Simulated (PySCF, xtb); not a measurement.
(E)-2-chloro-1-fluoroprop-1-ene (C₃H₄ClF), SMILES C/C(Cl)=C\F.

Harmonic wavenumbers (cm⁻¹) from GFN2-xTB (xtb) at its own minimum, in rising order: 133, 220, 262, 304, 412, 437, 741, 771, 981, 1044, 1098, 1114, 1253, 1395, 1447, 1459, 1712, 3015, 3028, 3053, 3104.

**Question.** What does PySCF 2.14.0 with PBE0-D3(BJ)/def2-SVP give at its own minimum? (Estimate from the structure and the level; the computed values follow.)

**Answer.** 182, 244, 287, 324, 435, 480, 777, 857, 993, 1048, 1132, 1209, 1331, 1404, 1446, 1451, 1781, 3061, 3147, 3186, 3247. Paired by order, the mean absolute difference is 50 cm⁻¹ and the zero-point energies are 38.6 and 40.1 kcal/mol.
